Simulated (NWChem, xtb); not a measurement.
# BH2Br (SMILES BBr): methods side by side

BH2Br: 4 atoms, total charge 0, spin state singlet. As SMILES, `BBr`. Geometry: relaxed at PBE0-D4/def2-TZVP.

Quantity: the dipole moment, in D. The values are calculated.

```csv
level,kind,program,value (D),CPU time
GFN2-xTB,semi-empirical,xtb,3.23,under 2 s
GFN0-xTB,semi-empirical,xtb,1.85,under 2 s
GFN1-xTB,semi-empirical,xtb,0.74,under 2 s
HF/3-21G,Hartree–Fock,NWChem,1.13,3.5 s
HF/pcseg-1,Hartree–Fock,NWChem,1.08,19 s
HF/def2-SVP,Hartree–Fock,NWChem,0.94,12 s
HF/def2-TZVP,Hartree–Fock,NWChem,0.98,50 s
PBE/SBKJC-VDZ (core potential),GGA,NWChem,0.84,3.2 s
B3LYP/6-31G* (spherical functions),global hybrid,NWChem,0.63,16 s
```

All-electron rows without a relativistic Hamiltonian named are non-relativistic, while core potentials hold scalar relativity, so basis and relativity change together. The values span 0.63 to 3.23 D. Magnitudes only. Sets without polarisation functions give poor dipoles. Times are those of the runs behind each value, whatever else they computed, on shared processors of several kinds: orders of magnitude only.
